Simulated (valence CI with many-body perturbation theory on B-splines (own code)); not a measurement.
Energy levels of V⁸⁺

Calculated by configuration interaction combined with many-body perturbation theory (CI+MBPT): five valence electrons over a frozen Dirac-Fock core [Ne], radial functions for each j: 9 s, 9 p, 8 d, 6 f, 3 g, 1 h, with the one-electron correlation potential Σ1, the two-electron term Σ2, the three-electron term Σ3, Breit, model QED; selected CI, second order for the rest, scaled by the run's own slope (own B-spline code, finite nucleus).

No measured spectrum was set against this ion. As an estimate, levels of excited configurations hold to 0.05 to 0.15 % of their energy, terms of the ground configuration to about 0.5 %. Among the levels kept, up to 1700 cm⁻¹ of a level comes from second order outside the variational space, and about a tenth of that is noise between levels of different J, which matters for small intervals.

Levels 1 to 32 of 32, with energies above the lowest level, 3s2 3p3 4S°_3/2. "Leading %" is the weight of the configuration and term that name the level; weights of strongly mixed levels are sums over their largest components and can fall short, so below about 35 % the name and the second component can differ from the true leading terms, or belong to a minority configuration. In the jj column 3d3/2^4 stands for four electrons in 3d with j = 3/2.

```csv
No.,Configuration,Term,J,E (cm⁻¹),Leading %,g,Leading jj
1,3s2 3p3,4S°,3/2,0,96,1.995,3s^2 3p1/2 3p3/2^2 (51 %)
2,3s2 3p3,2D°,3/2,34938,90,0.834,3s^2 3p1/2 3p3/2^2 (44 %)
3,3s2 3p3,2D°,5/2,36550,96,1.200,3s^2 3p1/2 3p3/2^2 (96 %)
4,3s2 3p3,2P°,1/2,59350,95,0.665,3s^2 3p1/2 3p3/2^2 (95 %)
5,3s2 3p3,2P°,3/2,61539,88,1.306,3s^2 3p3/2^3 (70 %)
6,3s 3p4,4P,5/2,214030,88,1.598,3s 3p1/2^2 3p3/2^2 (64 %)
7,3s 3p4,4P,3/2,218770,88,1.733,3s 3p1/2 3p3/2^3 (76 %)
8,3s 3p4,4P,1/2,221140,87,2.667,3s 3p3/2^4 (34 %)
9,3s 3p4,2D,3/2,265290,76,0.804,3s 3p1/2 3p3/2^3 (47 %)
10,3s 3p4,2D,5/2,265960,76,1.202,3s 3p1/2 3p3/2^3 (57 %)
11,3s2 3p2 3d,2P,3/2,305750,51,1.330,3s 3p1/2 3p3/2^3 (25 %)
12,3s2 3p2 3d,2P,1/2,309370,42,0.884,3s 3p1/2 3p3/2^3 (27 %)
13,3s 3p4,2S,1/2,319570,67,1.783,3s 3p3/2^4 (40 %)
14,3s2 3p2 3d,4F,3/2,337740,95,0.412,3s^2 3p1/2^2 3d3/2 (39 %)
15,3s2 3p2 3d,4F,5/2,339550,94,1.038,3s^2 3p1/2 3p3/2 3d3/2 (57 %)
16,3s2 3p2 3d,4F,7/2,342170,94,1.242,3s^2 3p1/2 3p3/2 3d5/2 (61 %)
17,3s2 3p2 3d,4F,9/2,345570,96,1.332,3s^2 3p3/2^2 3d5/2 (56 %)
18,3s2 3p2 3d,2F,5/2,349420,78,0.953,3s^2 3p1/2 3p3/2 3d3/2 (60 %)
19,3s2 3p2 3d,2F,7/2,351430,50,1.279,3s^2 3p1/2 3p3/2 3d5/2 (62 %)
20,3s2 3p2 3d,4D,1/2,351670,96,0.002,3s^2 3p1/2 3p3/2 3d3/2 (77 %)
21,3s2 3p2 3d,4D,3/2,352240,94,1.189,3s^2 3p1/2 3p3/2 3d3/2 (36 %)
22,3s2 3p2 3d,4D,5/2,354260,75,1.266,3s^2 3p1/2 3p3/2 3d5/2 (42 %)
23,3s2 3p2 3d,4D,7/2,358820,48,1.287,3s^2 3p3/2^2 3d5/2 (89 %)
24,3s2 3p2 3d,2G,7/2,388780,96,0.890,3s^2 3p1/2 3p3/2 3d3/2 (52 %)
25,3s2 3p2 3d,2G,9/2,389980,96,1.113,3s^2 3p1/2 3p3/2 3d5/2 (56 %)
26,3s2 3p2 3d,2P,3/2,399000,50,1.326,3s^2 3p1/2 3p3/2 3d5/2 (35 %)
27,3s2 3p2 3d,2P,1/2,405010,52,0.698,3s^2 3p3/2^2 3d5/2 (30 %)
28,3s2 3p2 3d,4P,5/2,406830,84,1.591,3s^2 3p1/2 3p3/2 3d5/2 (46 %)
29,3s2 3p2 3d,4P,3/2,409210,83,1.710,3s^2 3p1/2 3p3/2 3d3/2 (30 %)
30,3s2 3p2 3d,4P,1/2,410620,84,2.631,3s^2 3p3/2^2 3d3/2 (47 %)
31,3s2 3p2 3d,2D,3/2,416370,88,0.828,3s^2 3p3/2^2 3d3/2 (30 %)
32,3s2 3p2 3d,2D,5/2,422260,88,1.207,3s^2 3p3/2^2 3d5/2 (57 %)
```

Names give the largest LS component (configuration and term), which can be under half, so a name can repeat, a term be missing and a line seem to break the LS rules; names also repeat where a configuration has a term twice.

The ionisation energy to 3s2 3p2 3P_0 of the next ion comes out as 203.72 eV (NIST: 206 ± 0.4 eV (semi-empirical), further off than twice its uncertainty). All 32 levels together are meant to be complete up to 432940 cm⁻¹.
